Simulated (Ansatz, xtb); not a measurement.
CH2BeCl: which of two isomers lies lower

Structure a: `[BeH][CH]Cl`, a doublet. Structure b: `[Be][CH2]Cl`, a doublet. Both are isolated molecules in the gas phase, relaxed with PBE0-D3(BJ)/pcseg-1.

a (Å):

| atom | x (Å) | y (Å) | z (Å) |
| --- | --- | --- | --- |
| C | 1.0446 | 0.8717 | 0.8325 |
| Be | 0.4013 | 0.7133 | -0.6940 |
| Cl | 0.1333 | 1.6585 | 2.0753 |
| H | -0.0979 | 0.5784 | -1.9186 |
| H | 2.0109 | 0.5456 | 1.2263 |

b (Å):

```yaml
atoms:
  - { symbol: C, position_ang: [0.7783, 0.7309, 0.2602] }
  - { symbol: Be, position_ang: [-0.3920, 1.0534, -0.9415] }
  - { symbol: Cl, position_ang: [0.4679, 2.0682, 1.4622] }
  - { symbol: H, position_ang: [0.6711, -0.2138, 0.8081] }
  - { symbol: H, position_ang: [1.8293, 0.8196, -0.0425] }
```

Energies in hartree; the thermal terms are from PBE0-D3(BJ)/pcseg-1 harmonic frequencies (ideal gas, rigid rotor, one conformer each, 298.15 K, 1 atm) and include the zero-point energy:

```
                                a           b
E, CCSD(T)/def2-TZVPP  −513.604246  −513.606987
    zero-point energy     0.023086     0.027670
         H(298 K) − E     0.028191     0.032532
         G(298 K) − E    −0.003449     0.001032
```

Question: Work out ΔE, ΔE₀, ΔH and ΔG for a → b in kJ/mol (1 Eh = 2625.50 kJ/mol) and the equilibrium ratio [b]/[a].

Answer: 1. ΔE = −513.606987 − (−513.604246) = −0.002741 Eh = −7.20 kJ/mol.
2. ΔE₀ = ΔE + ΔZPE = −0.002741 + (+0.004584) Eh = +4.84 kJ/mol.
3. ΔH = ΔE + (+0.004341) Eh = +4.20 kJ/mol.
4. ΔG = ΔE + (+0.004481) Eh = +4.57 kJ/mol, so ΔS = (ΔH − ΔG)/T = −1.2 J/(mol K).
5. kT = 0.9442 mEh, so K = [b]/[a] = exp(−ΔG/kT) = exp(−1.84) ≈ 0.16.

Structure a is favoured at this temperature, against the order of the electronic energies. An error of 4 kJ/mol in ΔG would change K by a factor of 5. HF/def2-TZVPP gave ΔE the other sign. Mirror images and further conformers aren't counted.

As drawn, b has 1 C–H in place of 1 Be–H.

Other levels gave ΔE = −8.5 (PBE0-D3(BJ)/pcseg-1); +3.5 (HF/def2-TZVPP); −23.8 (MP2/def2-TZVPP) kJ/mol. Open shells are spin-unrestricted. The correlated steps freeze 6 core orbitals; the last core shell of Be is correlated, in a basis made for valence electrons. Programs: Ansatz 0.2.0.
